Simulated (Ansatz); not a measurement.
`CC(C)[O][Sn][O]C(C)C` + HBr → `CC(C)Br` + `CC(C)[O][Sn][OH]`  (substitution at a C–O bond)

Gas-phase electronic energies from Ansatz, PBE0-D4/def2-TZVP geometries. CCSD(T)/CBS is the MP2 limit (def2-TZVPP, def2-QZVPP) plus CCSD(T) − MP2 in def2-TZVPP, frozen cores. Functionals use def2-TZVPP. Elements past krypton have def2 core potentials. For Br, Sn outer-core shells are correlated without core-valence functions, which leaves a few kJ/mol of doubt a bond. Scalar relativity is left out up to krypton. Each species was taken in one conformer, which may not be the lowest.

```csv
level,ΔE (kJ/mol)
r2SCAN-D4,-18.0
CCSD/def2-TZVPP,-15.8
HF/def2-QZVPP,-17.8
HF/CBS(def2),-17.8
```

Question: What does CCSD(T)/CBS give? (Estimate.)

Answer: Ansatz gave: -20.0 kJ/mol. The listed levels differ from it by 2.0, 4.2, 2.2, 2.2 kJ/mol.

Largest T1 diagnostic among the species: 0.016.

The D4 term adds +6.0 kJ/mol with B3LYP and +4.4 kJ/mol with PBE0; it sums over pairs of atoms, weighted by their polarisabilities, and B3LYP, whose exchange is more repulsive, gets the larger term.

B3LYP here is the variant with VWN-RPA as its local correlation; programs differ in this.
